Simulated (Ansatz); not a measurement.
Reactions of CH₉GeNOSi, SMILES `CO[SiH2][NH][GeH3]`.

Program: Ansatz. Geometries: PBE0-D4/def2-TZVP. ΔE: electronic, gas phase. CCSD(T)/CBS adds triple-zeta CCSD(T) − MP2 to the extrapolated MP2 energy (def2 sets, frozen cores). This one scheme is used for every species, atoms too. No spin–orbit coupling; open shells (•) take unrestricted orbitals. Spin–orbit coupling would lower the free atoms: a little for C, O, Si; clearly for Ge. Bonds to Ge are less sure, by a few kJ/mol each and by 10 to 20 or more in all where they break to atoms, as the def2 sets lack core-valence functions. Scalar relativity is left out up to krypton. One conformer a species, not always the lowest.

Problem. Order these by ΔE at CCSD(T)/CBS, lowest first. (An estimate is asked.)
A. `CO[SiH2][NH][GeH3]` + CH₄ → `C[SiH2][NH][GeH3]` + CH₃OH
B. `CO[SiH2][NH][GeH3]` + HCl → `Cl[SiH2][NH][GeH3]` + CH₃OH
C. `CO[SiH2][NH][GeH3]` → `[SiH3][NH][GeH3]` + `C=O`
D. `CO[SiH2][NH][GeH3]` → `[NH2][GeH3]` + `CO[SiH]`
E. `CO[SiH2][NH][GeH3]` + `OB(F)[SiH2][SiH3]` → `CO[SiH2]B(O)F` + `[SiH3][SiH2][NH][GeH3]`
F. `CO[SiH2][NH][GeH3]` + `[SiH3][GeH2][SiH2][GeH2][GeH3]` → `[GeH3][SiH2][GeH2][SiH2][GeH2][GeH3]` + `CO[SiH2]N`
G. `CO[SiH2][NH][GeH3]` → C• + Ge• + 9 H• + N• + O• + Si•

Solution. F (-20.1 kJ/mol), B (-4.8 kJ/mol), E (+29.2 kJ/mol), A (+112.8 kJ/mol), C (+216.9 kJ/mol), D (+257.0 kJ/mol), G (+4735.1 kJ/mol).

Largest T1 diagnostic: 0.015, for `CO[SiH]`.
